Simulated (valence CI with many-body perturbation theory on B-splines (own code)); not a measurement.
# Energy levels of Ce⁷⁺

Calculated by valence CI with perturbative core correlation (CI+MBPT): five valence electrons over a frozen Dirac-Fock core [Kr] 4d10, a basis of 7 s, 7 p, 7 d, 7 f, 4 g, 2 h functions for each j, with the one-electron correlation potential Σ1 (screened to all orders), the two-electron term Σ2, the three-electron term Σ3, Breit, model QED; selected single and double excitations, second order for the rest, scaled by the run's own slope (own B-spline code, finite nucleus).

No measured levels were compared; by estimate levels hold to about 250 cm⁻¹ or 0.2 % of their energy and the worst to 1 %, as in measured heavy ions of charge 2 to 7; those with d or f electrons hold less well. Core correlation moves these levels by up to 45000 cm⁻¹, and in measured spectra 5 to 20 % of such shifts remained as error; rates that hang on mixing are uncertain with them. Among the levels kept, up to 1100 cm⁻¹ of a level comes from second order outside the variational space, and about a tenth of that is noise between levels of different J, which matters for small intervals.

Levels 1 to 45 of 52, with energies above the lowest level, (5s^2 5p1/2^2 5p3/2) J=3/2. "Leading %" is the weight of the configuration and term that name the level; weights of strongly mixed levels are sums over their largest components and can fall short. In the jj column 3d3/2^4 stands for four electrons in 3d with j = 3/2.

| No. | Configuration | Term | J | E (cm⁻¹) | Leading % | Second component | g | Leading jj |
| --- | --- | --- | --- | --- | --- | --- | --- | --- |
| 1 | 5s2 5p3 | 4S° | 3/2 | 0.0 | 59 | 25 % 5s2 5p3 2P° | 1.663 | 5s^2 5p1/2^2 5p3/2 (82 %) |
| 2 | 5s2 5p3 | 2D° | 3/2 | 22814 | 59 | 30 % 5s2 5p3 4S° | 1.207 | 5s^2 5p1/2 5p3/2^2 (83 %) |
| 3 | 5s2 5p3 | 2D° | 5/2 | 30335 | 92 |  | 1.199 | 5s^2 5p1/2 5p3/2^2 (92 %) |
| 4 | 5s2 5p3 | 2P° | 1/2 | 45628 | 94 |  | 0.665 | 5s^2 5p1/2 5p3/2^2 (94 %) |
| 5 | 5s2 5p3 | 2P° | 3/2 | 66180 | 62 | 21 % 5s2 5p3 2D° | 1.262 | 5s^2 5p3/2^3 (88 %) |
| 6 | 4f 5s2 5p2 | 4G° | 5/2 | 69100 | 50 | 14 % 4f 5s2 5p2 2F° | 0.795 | 4f5/2 5s^2 5p1/2^2 (86 %) |
| 7 | 4f 5s2 5p2 | 4D° | 7/2 | 73131 | 25 | 24 % 4f 5s2 5p2 4G° | 1.156 | 4f7/2 5s^2 5p1/2^2 (85 %) |
| 8 | 4f 5s2 5p2 | 4G° | 7/2 | 88389 | 52 | 36 % 4f 5s2 5p2 2G° | 0.985 | 4f5/2 5s^2 5p1/2 5p3/2 (86 %) |
| 9 | 4f 5s2 5p2 | 2D° | 5/2 | 88737 | 39 | 35 % 4f 5s2 5p2 4G° | 0.985 | 4f5/2 5s^2 5p1/2 5p3/2 (92 %) |
| 10 | 4f 5s2 5p2 | 4D° | 7/2 | 91551 | 45 | 43 % 4f 5s2 5p2 2G° | 1.152 | 4f7/2 5s^2 5p1/2 5p3/2 (73 %) |
| 11 | 4f 5s2 5p2 | 4G° | 9/2 | 92144 | 80 | 10 % 4f 5s2 5p2 4F° | 1.176 | 4f7/2 5s^2 5p1/2 5p3/2 (75 %) |
| 12 | 4f 5s2 5p2 | 4F° | 3/2 | 93320 | 51 | 28 % 4f 5s2 5p2 4D° | 0.706 | 4f5/2 5s^2 5p1/2 5p3/2 (93 %) |
| 13 | 4f 5s2 5p2 | 4D° | 5/2 | 94601 | 49 | 34 % 4f 5s2 5p2 2D° | 1.255 | 4f7/2 5s^2 5p1/2 5p3/2 (90 %) |
| 14 | 4f 5s2 5p2 | 2G° | 9/2 | 96076 | 56 | 33 % 4f 5s2 5p2 4F° | 1.172 | 4f7/2 5s^2 5p1/2 5p3/2 (57 %) |
| 15 | 4f 5s2 5p2 | 4G° | 11/2 | 99464 | 69 | 27 % 4f 5s2 5p2 2H° | 1.221 | 4f7/2 5s^2 5p1/2 5p3/2 (82 %) |
| 16 | 4f 5s2 5p2 | 2F° | 5/2 | 99693 | 45 | 36 % 4f 5s2 5p2 4F° | 0.989 | 4f5/2 5s^2 5p1/2 5p3/2 (86 %) |
| 17 | 4f 5s2 5p2 | 2F° | 7/2 | 100270 | 47 | 41 % 4f 5s2 5p2 4F° | 1.162 | 4f7/2 5s^2 5p1/2 5p3/2 (69 %) |
| 18 | 4f 5s2 5p2 | 4D° | 3/2 | 100660 | 50 | 15 % 4f 5s2 5p2 2D° | 1.009 | 4f5/2 5s^2 5p1/2 5p3/2 (63 %) |
| 19 | 4f 5s2 5p2 | 4D° | 1/2 | 100920 | 80 | 16 % 4f 5s2 5p2 2P° | 0.115 | 4f5/2 5s^2 5p1/2 5p3/2 (71 %) |
| 20 | 4f 5s2 5p2 | 2G° | 7/2 | 106060 | 48 | 44 % 4f 5s2 5p2 2F° | 1.016 | 4f5/2 5s^2 5p1/2 5p3/2 (55 %) |
| 21 | 4f 5s2 5p2 | 2G° | 9/2 | 106410 | 57 | 33 % 4f 5s2 5p2 2H° | 1.054 | 4f7/2 5s^2 5p1/2 5p3/2 (57 %) |
| 22 | 4f 5s2 5p2 | 2D° | 3/2 | 108430 | 66 | 18 % 4f 5s2 5p2 4F° | 0.779 | 4f7/2 5s^2 5p1/2 5p3/2 (57 %) |
| 23 | 4f 5s2 5p2 | 2F° | 5/2 | 111330 | 63 | 20 % 4f 5s2 5p2 2D° | 0.953 | 4f7/2 5s^2 5p1/2 5p3/2 (88 %) |
| 24 | 4f 5s2 5p2 | 2F° | 5/2 | 122970 | 43 | 18 % 4f 5s2 5p2 4F° | 0.976 | 4f5/2 5s^2 5p3/2^2 (92 %) |
| 25 | 4f 5s2 5p2 | 4F° | 7/2 | 123250 | 31 | 24 % 4f 5s2 5p2 2F° | 1.170 | 4f5/2 5s^2 5p3/2^2 (58 %) |
| 26 | 4f 5s2 5p2 | 4F° | 9/2 | 124140 | 48 | 37 % 4f 5s2 5p2 2G° | 1.225 | 4f7/2 5s^2 5p3/2^2 (91 %) |
| 27 | 4f 5s2 5p2 | 2D° | 3/2 | 127340 | 69 | 15 % 4f 5s2 5p2 4F° | 0.779 | 4f5/2 5s^2 5p3/2^2 (68 %) |
| 28 | 4f 5s2 5p2 | 2H° | 11/2 | 129160 | 68 | 28 % 4f 5s2 5p2 4G° | 1.142 | 4f7/2 5s^2 5p3/2^2 (82 %) |
| 29 | 4f 5s2 5p2 | 2H° | 9/2 | 130220 | 51 | 37 % 4f 5s2 5p2 2G° | 1.008 | 4f5/2 5s^2 5p3/2^2 (86 %) |
| 30 | 4f 5s2 5p2 | 2P° | 1/2 | 135810 | 77 | 17 % 4f 5s2 5p2 4D° | 0.547 | 4f5/2 5s^2 5p3/2^2 (71 %) |
| 31 | 4f 5s2 5p2 | 2F° | 7/2 | 136220 | 61 | 30 % 4f 5s2 5p2 2G° | 1.070 | 4f7/2 5s^2 5p3/2^2 (58 %) |
| 32 | 4f 5s2 5p2 | 2D° | 5/2 | 136480 | 61 | 18 % 4f 5s2 5p2 2F° | 1.122 | 4f7/2 5s^2 5p3/2^2 (81 %) |
| 33 | 4f 5s2 5p2 | 2P° | 3/2 | 138140 | 73 | 11 % 4f 5s2 5p2 2D° | 1.257 | 4f7/2 5s^2 5p3/2^2 (61 %) |
| 34 | 4f 5s2 5p2 | 2F° | 5/2 | 152050 | 87 | 4 % 4f 5s2 5p2 4F° | 0.861 | 4f5/2 5s^2 5p3/2^2 (85 %) |
| 35 | 4f 5s2 5p2 | 2F° | 7/2 | 152140 | 83 | 7 % 4f 5s2 5p2 4F° | 1.143 | 4f7/2 5s^2 5p3/2^2 (88 %) |
| 36 | 5s 5p4 | 4P | 5/2 | 158290 | 81 | 8 % 5s 5p4 2D | 1.560 | 5s 5p1/2^2 5p3/2^2 (82 %) |
| 37 | 5s 5p4 | 4P | 3/2 | 174460 | 74 | 9 % 5s 5p4 2D | 1.604 | 5s 5p1/2 5p3/2^3 (49 %) |
| 38 | 5s 5p4 | 4P | 1/2 | 177710 | 73 | 15 % 5s 5p4 2S | 2.551 | 5s 5p1/2^2 5p3/2^2 (54 %) |
| 39 | 4f2 5s2 5p | 4I° | 9/2 | 179650 | 62 | 26 % 4f2 5s2 5p 2H° | 0.800 | 4f5/2^2 5s^2 5p1/2 (90 %) |
| 40 | 4f2 5s2 5p | 4I° | 11/2 | 183740 | 55 | 26 % 4f2 5s2 5p 4H° | 1.017 | 4f5/2 4f7/2 5s^2 5p1/2 (90 %) |
| 41 | 4f2 5s2 5p | 4H° | 9/2 | 185000 | 36 | 16 % 4f2 5s2 5p 4G° | 1.027 | 4f5/2 4f7/2 5s^2 5p1/2 (89 %) |
| 42 | 4f2 5s2 5p | 4H° | 7/2 | 185350 | 55 | 27 % 4f2 5s2 5p 2G° | 0.781 | 4f5/2^2 5s^2 5p1/2 (45 %) |
| 43 | 4f2 5s2 5p | 4G° | 5/2 | 186200 | 79 | 10 % 4f2 5s2 5p 2F° | 0.638 | 4f5/2^2 5s^2 5p1/2 (59 %) |
| 44 | 4f2 5s2 5p | 4G° | 11/2 | 187680 | 44 | 32 % 4f2 5s2 5p 2H° | 1.179 | 4f7/2^2 5s^2 5p1/2 (79 %) |
| 45 | 4f2 5s2 5p | 4G° | 7/2 | 187710 | 54 | 13 % 4f2 5s2 5p 4F° | 0.998 | 4f5/2 4f7/2 5s^2 5p1/2 (68 %) |

Where two levels of one J and parity lie close, their mixing, g and order are uncertain.

The ionisation energy to 5s2 5p2 3P_0 of the next ion comes out as 107.56 eV (NIST: 106 ± 2.1 eV (theoretical)). All 52 levels together are meant to be complete up to 195430 cm⁻¹.
